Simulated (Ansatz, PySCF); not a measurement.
ZnF, SMILES [F][Zn+], charge +1.

Coordinates come from a B3LYP-D3(BJ)/def2-TZVPD optimisation. The spin state was assumed, not searched.

Vertical ionisation energy (IE) and electron affinity (EA) in eV. Rows of orbital energies are one-electron estimates. Where ΔSCF, EOM or ADC give a negative EA the extra electron is unbound and the value depends on the basis.

```csv
level,IE,EA
"−ε(HOMO), −ε(LUMO), r2SCAN/def2-TZVPD (PySCF)",15.58,12.55
"−ε(HOMO), −ε(LUMO), PBE0/def2-TZVPD (PySCF)",17.03,11.87
"−ε(HOMO), −ε(LUMO), PBE/def2-TZVPD (PySCF)",15.39,12.98
"ΔSCF, PBE0/def2-TZVPD (Ansatz), final states of multiplicity 2 and 2",20.05,9.34
"ΔSCF, PBE/def2-TZVPD (Ansatz), final states of multiplicity 2 and 2",20.59,9.39
```

Question: What vertical singlet–triplet gap does ΔSCF give with PBE0/def2-TZVPD (Ansatz, a program for electronic structure) and with PBE/def2-TZVPD (Ansatz)? (The exact figures need the calculation; the answer reports its results.)

Answer: 3.69 and 3.79 eV (triplet above singlet where positive).
